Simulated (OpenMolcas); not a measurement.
Ce3+ among 2 point charges of -0.5 e arranged as a linear pair (D∞h).

```
Program             : OpenMolcas 26.06
Method              : CASSCF
Basis               : ANO-RCC-VTZP [8s7p5d3f2g1h]
Scalar Hamiltonian  : DKH2, point nucleus
Active space        : 1 electron in 7 orbitals (4f)
State averaging     : 2S+1 = 2 odd, 7 roots
Spin-orbit coupling : RASSI with atomic mean-field integrals over the reference wave functions
```

All point charges move together. At R = 2.7 Å the width of the lowest J multiplet is 708 cm-1, and at R = 2.96 Å it is 536 cm-1.

Q: A third run gives 439 cm-1. What distance was it run at?

A: With a power law R^-n the two known points give n = -ln(536 / 708) / ln(2.96 / 2.7) = 3.03. Then R = 2.7 × (708 / 439)^(1/3.03) = 3.161 Å. The run was at 3.16 Å, so the estimate is off by +0.001 Å.

This is an electrostatic model: the charges have no orbitals. No measured value stands beside these numbers.
